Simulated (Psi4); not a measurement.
C$_{2}$H$_{4}$, charge +1, doublet, at a GFN2-xTB geometry (a state made from the parent by changing its charge; the spin is typed, not shown lowest); CAM-B3LYP/6-31G* (Psi4).

The Psi4 input:
```
memory 2 GB

molecule {
1 2
C    -0.01363228   -0.00641662    0.65335312
C     0.01363228    0.00641662   -0.65335312
H     0.20968731    0.85394969    1.29649447
H    -0.26322925   -0.87915153    1.26960612
H    -0.20979374    0.87921939   -1.27947513
H     0.26333568   -0.85401755   -1.28662546
}

set {
  basis 6-31g*
  reference uks
  guess sapgau
}

energy('cam-b3lyp')
print_variables()
```

Output, abridged:

```
   => Loading Basis Set <=

    Name: 6-31G*
    Role: ORBITAL
    Keyword: BASIS

         ---------------------------------------------------------
                                   SCF
               by Justin Turney, Rob Parrish, Andy Simmonett
                          and Daniel G. A. Smith
                              UKS Reference
         ---------------------------------------------------------

  ==> Geometry <==

    Molecular point group: c1
    Full point group: C1

    Geometry (in Angstrom), charge = 1, multiplicity = 2:

       Center              X                  Y                   Z               Mass
    ------------   -----------------  -----------------  -----------------  -----------------
         C           -0.013632280000    -0.006416620000     0.653353120000    12.000000000000
         C            0.013632280000     0.006416620000    -0.653353120000    12.000000000000
         H            0.209687310000     0.853949690000     1.296494470000     1.007825032230
         H           -0.263229250000    -0.879151530000     1.269606120000     1.007825032230
         H           -0.209793740000     0.879219390000    -1.279475130000     1.007825032230
         H            0.263335680000    -0.854017550000    -1.286625460000     1.007825032230

  Running in c1 symmetry.

  Rotational constants: A =      5.18175  B =      0.98491  C =      0.84635 [cm^-1]
  Rotational constants: A = 155344.82826  B =  29526.93599  C =  25373.06088 [MHz]
  Nuclear repulsion =   33.435350279549169

  Charge       = 1
  Multiplicity = 2
  Electrons    = 15
  Nalpha       = 8
  Nbeta        = 7

  ==> Algorithm <==

  SCF Algorithm Type is DF.
  DIIS enabled.
  MOM disabled.
  Fractional occupation disabled.
  Guess Type is SAPGAU.
  Energy threshold   = 1.00e-06
  Density threshold  = 1.00e-06
  Integral threshold = 1.00e-12

  ==> Primary Basis <==

  Basis Set: 6-31G*
    Blend: 6-31G*
    Number of shells: 20
    Number of basis functions: 38
    Number of Cartesian functions: 38
    Spherical Harmonics?: false
    Max angular momentum: 2

  ==> DFT Potential <==

   => LibXC <=

    Version 7.1.2
    S. Lehtola, C. Steigemann, M. J. T. Oliveira, and M. A. L. Marques,  SoftwareX 7, 1–5 (2018) (10.1016/j.softx.2017.11.002)

   => Composite Functional: CAM-B3LYP <=

    CAM-B3LYP Hyb-GGA Exchange-Correlation Functional

    T. Yanai, D. P. Tew, and N. C. Handy,  Chem. Phys. Lett. 393, 51 (2004) (10.1016/j.cplett.2004.06.011)

[...]
      Ntotal   =   14.9999976527 ; deviation = -2.347e-06

   @Spin Contamination Metric:   4.546659939E-03
   @S^2 Expected:                7.500000000E-01
   @S^2 Observed:                7.545466599E-01
   @S   Expected:                5.000000000E-01
   @S   Observed:                5.000000000E-01

    Orbital Energies [Eh]
    ---------------------

    Alpha Occupied:

[...]
    Alpha Virtual:

[...]
    Beta Occupied:

[...]
       7A     -0.725382

    Beta Virtual:

[...]
      38A      3.981965

    Final Occupation by Irrep:
              A
    DOCC [     7 ]
    SOCC [     1 ]
    NA   [     8 ]
    NB   [     7 ]

  @DF-UKS Final Energy:   -78.15089020426591

   => Energetics <=

    Nuclear Repulsion Energy =             33.4353502795491693
    One-Electron Energy =                -165.2072976879599651
    Two-Electron Energy =                  62.1989551631872715
    DFT Exchange-Correlation Energy =      -8.5778979590423710
    Empirical Dispersion Energy =           0.0000000000000000
    VV10 Nonlocal Energy =                  0.0000000000000000
    Total Energy =                        -78.1508902042659059

  UHF NO Occupations:
  HONO-2 :    6  A 1.9997793
  HONO-1 :    7  A 1.9981971
  HONO-0 :    8  A 1.0000000
  LUNO+0 :    9  A 0.0018029
  LUNO+1 :   10  A 0.0002207
  LUNO+2 :   11  A 0.0001891
  LUNO+3 :   12  A 0.0000467

Computation Completed

Properties will be evaluated at   0.000000,   0.000000,   0.000000 [a0]

Properties computed using the SCF density matrix

 Multipole Moments:

 ------------------------------------------------------------------------------------
     Multipole            Electronic (a.u.)      Nuclear  (a.u.)        Total (a.u.)
 ------------------------------------------------------------------------------------

 L = 1.  Multiply by 2.5417464519 to convert [e a0] to [Debye]
 Dipole X            :         -0.0000000           -0.0000000           -0.0000000
 Dipole Y            :          0.0000000            0.0000000            0.0000000
 Dipole Z            :          0.0000000           -0.0000000            0.0000000
 Magnitude           :                                                    0.0000000

 ------------------------------------------------------------------------------------

  Variable Map:
  ----------------------------------------------------------------------------
[...]
  Array Variable Map:
  ----------------------------------------------------------------------------
[...]
[...]
```
